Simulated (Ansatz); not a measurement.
System: sum formula HBO (charge +1, doublet). 
Geometry from a B3LYP-D3(BJ)/def2-TZVP (Ansatz, a program for electronic structure) optimisation:
```xyz
3

B      0.0000     0.0000    -0.8499
O      0.0000     0.0000     0.3642
H      0.0000     0.0000     1.3361
```
Charge +1, spin multiplicity 2.

Basis-set convergence of Hartree-Fock and CCSD(T) correlation energies (hartree) with Ansatz. Valence correlation only, unless marked. Open shells are spin-unrestricted. No spin-orbit coupling. Non-relativistic.

```tsv
basis	functions	E(HF)	E(corr, CCSD(T))
def2-SVP	33	-99.71713	-0.23799
def2-TZVPP	76	-99.83513	-0.29416
def2-QZVPP	144	-99.84022	-0.31564
```

Extrapolating the two largest sets (X = 3 and 4) as X^-3: E(corr) = (64·(-0.31564) - 27·(-0.29416))/37 = -0.3313 Eh, an estimate of the basis-set limit. The largest set recovers 95.3 % of it, the smallest 71.8 %.
